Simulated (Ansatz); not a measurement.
Compare A (`F[SiH2]N[SiH3]`) with its isomer B (`N[SiH2][SiH2]F`).

Gas-phase electronic energies from Ansatz, PBE0-D4/def2-TZVP geometries. CBS: MP2 limit from def2 TZ/QZ plus the TZ coupled-cluster correction, frozen cores. This one scheme is used for every species. DFT in def2-TZVPP. One conformer a species, not always the lowest.

Problem. Which is lower in electronic energy at CCSD(T)/CBS, and by how much? (An estimate is asked.)

Solution. Computed: A, by 23.0 kcal/mol.

Problem. Give E(B) − E(A) in kcal/mol with PBE0-D4, LDA (SPW92), MP2/def2-TZVPP, HF/def2-TZVPP, ωB97M-V, CCSD(T)/def2-TZVPP, CCSD(T)/def2-SVP. (Best estimate.)

Solution. Computed: PBE0-D4 19.4, LDA (SPW92) 19.3, MP2/def2-TZVPP 25.1, HF/def2-TZVPP 25.6, ωB97M-V 23.5, CCSD(T)/def2-TZVPP 23.4, CCSD(T)/def2-SVP 23.9. None reverses the order clearly.

Problem. Does the order hold for the free energy at 298.15 K (harmonic terms from PBE0-D4)? (Estimate.)

Solution. The calculation gave: Yes: G(B) − G(A) = +23.2 kcal/mol, for one conformer each. Modes under 60 cm⁻¹, often nearly free rotors, make the harmonic entropy too high.

Largest T1 diagnostic: 0.011.

From r2SCAN to r2SCAN0 (25 % exact exchange), in def2-TZVPP and without D4, E(B) − E(A) moves by +0.8 kcal/mol. Leaving LDA and LC-ωPBE aside and taking each functional with its dispersion term where it has one, the values, not all of them listed here, spread over 6.0 kcal/mol, from PBE-D4 to BHLYP-D4. LDA lies +1.7 kcal/mol from PBE without D4.
